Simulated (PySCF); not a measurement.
# TDDFT excited states: C4H6F4O2

C4H6F4O2.
Z-matrix (Å and degrees, GFN2-xTB geometry), rows numbered from 1:
```
C 
O   1  1.4334
C   2  1.3581  1  115.05
F   3  1.3735  2  110.79  1   -58.84
O   3  1.3695  2  116.02  1    59.84
C   5  1.4267  3  116.14  2    63.41
C   3  1.5608  2  105.94  1  -173.15
F   7  1.3345  3  111.50  2  -168.33
F   7  1.3373  3  111.62  2   -48.67
F   7  1.3286  3  111.27  2    71.29
H   1  1.0860  2  104.99  3  -171.85
H   1  1.0913  2  110.58  3   -52.34
H   1  1.0911  2  110.02  3    69.17
H   6  1.0919  5  111.00  3   -44.47
H   6  1.0920  5  111.00  3    77.93
H   6  1.0872  5  104.87  3  -163.67
```

Level of theory: TDDFT PBE0/def2-SVPD, vertical, gas phase, core orbitals frozen in the response (PySCF 2.14.0, density-fitted response routines).

What does the calculation give for the low-lying excited states?

```tsv
state	E (eV)	λ (nm)	ν̃ (cm⁻¹)	f	|μ| (D)	main configurations (H = HOMO, L = LUMO)
S1	8.36	148.2	67460	0.0039	0.35	H→L (94%)
S2	8.52	145.5	68750	0.0084	0.51	H-1→L (93%)
S3	8.83	140.4	71240	0.0018	0.23	H→L+1 (85%)
S4	9.02	137.4	72760	0.020	0.76	H-1→L+1 (77%), H-1→L+4 (9%)
S5	9.18	135.0	74070	0.023	0.82	H→L+3 (38%), H→L+4 (36%), H→L+2 (10%)
S6	9.26	133.9	74700	0.019	0.74	H-1→L+2 (43%), H→L+2 (20%), H-1→L+1 (8%)
```

Triplets (Tamm–Dancoff): T1 8.23 eV, H→L (88%); T2 8.38 eV, H-1→L (89%).

The lowest singlet comes at 148 nm (807 kJ/mol) in the vacuum ultraviolet; it is very weak; its leading configuration is HOMO→LUMO (94%). The most intense listed level is S5 at 9.18 eV (135 nm, f = 0.023), 0.82 eV above S1. Löwdin shares by element: HOMO oxygen 64%, carbon 12% or more, hydrogen 7% or more (atoms not listed hold the other 17%); LUMO carbon 35% or more, hydrogen 16% or more (atoms not listed hold the other 49%). Orbital energies (eV): HOMO-3 -10.96, HOMO-2 -10.08, HOMO-1 -9.16, HOMO -8.99, LUMO 0.54, LUMO+1 1.03, LUMO+2 1.40. Of the 6 states listed, 3 reach f = 0.01 and none stays under 0.0005. The listed states span 0.90 eV, and the widest gap between neighbours is 0.31 eV (S2 to S3). Only the lowest 6 singlets were computed, as vertical energies without vibronic structure.

One conformer stands for the species.
